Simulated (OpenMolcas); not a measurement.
# neutral manganese: effect of the active space

| Quantity | Value |
| --- | --- |
| Program | OpenMolcas 26.06 |
| Method | CASSCF or its RAS form |
| Basis | ANO-RCC-VTZP |
| Scalar Hamiltonian | DKH2, point nucleus |
| Spin-orbit coupling | state interaction with AMFI integrals over the reference wave functions, term energies averaged over their components |

A. 7 electrons in 6 orbitals (3d 4s); 2S+1 = 6 even, 6 roots; 2S+1 = 4 even, 43 roots (33 in the spin-orbit step); 2S+1 = 2 even, 13 roots; cost roughly 50 core-seconds
B. 7 electrons in 9 orbitals (RAS2 3d 4s; RAS3 4p, at most 2 electrons); 2S+1 = 6 even, 6 roots; 2S+1 = 4 even, 33 roots kept (CI in the orbitals of an earlier block); 2S+1 = 2 even, 13 roots kept (CI in the orbitals of an earlier block, 0 in the spin-orbit step); 2S+1 = 6 odd, 39 roots; 2S+1 = 8 odd, 3 roots kept (CI in the orbitals of an earlier block); 2S+1 = 4 odd, 3 roots kept (CI in the orbitals of an earlier block); cost about 2.3 core-minutes
C. 7 electrons in 11 orbitals (3d 4s 4d); 2S+1 = 6 even, 6 roots; 2S+1 = 4 even, 5 roots kept (CI in the orbitals of an earlier block, 0 in the spin-orbit step); cost of the order of 10 core-minutes

Energies in eV above 3d⁵ 4s² ⁶S_5/2, the measured ground level; measured values from NIST Handbook of Basic Atomic Spectroscopic Data.

```
         Level       A       B       C  Measured
3d⁵ 4s² ⁶S_5/2  0.0000  0.0000  0.0000    0.0000
 3d⁶ 4s ⁶D_9/2  1.4495  2.2032  1.8634    2.1142
 3d⁶ 4s ⁶D_7/2  1.4809  2.2342  1.8914    2.1427
 3d⁶ 4s ⁶D_5/2  1.5053  2.2583  1.9131    2.1637
 3d⁶ 4s ⁶D_3/2  1.5228  2.2756  1.9286    2.1782
 3d⁶ 4s ⁶D_1/2  1.5332  2.2860  1.9380    2.1867
```

Deviations, from unrounded energies. A percentage is the sum of absolute deviations over the sum of measured energies, with the sign that they share, or ± where signs differ.

```csv
Against measurement,Levels,A,B,C
mean absolute deviation (cm-1),5,5300,760,2000
other configurations (%),5,-30.5,+4.4,-11.6
```

B lies closest to measurement on these levels and A furthest from it. The largest miss of B in the table is 3d⁶ 4s ⁶D_1/2, by +800 cm-1. The ranking rests on the paired levels alone, and a cruder setting can come out closer through cancelling errors.

The spin-orbit steps hold different terms of 3d⁵ 4s² (B lacks ²I; C lacks ²I, ⁴D, ⁴G, ⁴P), which shifts levels as well.

Among A to C the level of the table that moves most is 3d⁶ 4s ⁶D_9/2, by 6100 cm-1 (lowest in A, highest in B).

Some high roots are left out of the spin-orbit mixing, which shifts the levels that they would mix with. Without dynamic correlation excited terms often stand tens of per cent too high (terms of higher spin than the ground term too low), and those without a measured partner can miss by more than the paired ones. A single d shell beside an s shell can misplace configurations of different d count against each other (holds for A; B). Active for correlation alone: 4d; no level in the range computed is led by a configuration that fills it, so any true level of that kind is missing (holds for C). Computed and measured levels are paired by configuration, term and J; levels that our copy of the source lacks, or whose pairing is in doubt (as where it misses far off the trend of its configuration), stay unpaired and out of the deviations. Levels of configurations outside the active space are missing. Levels that lie high or do not pair safely by name in every column are left out.
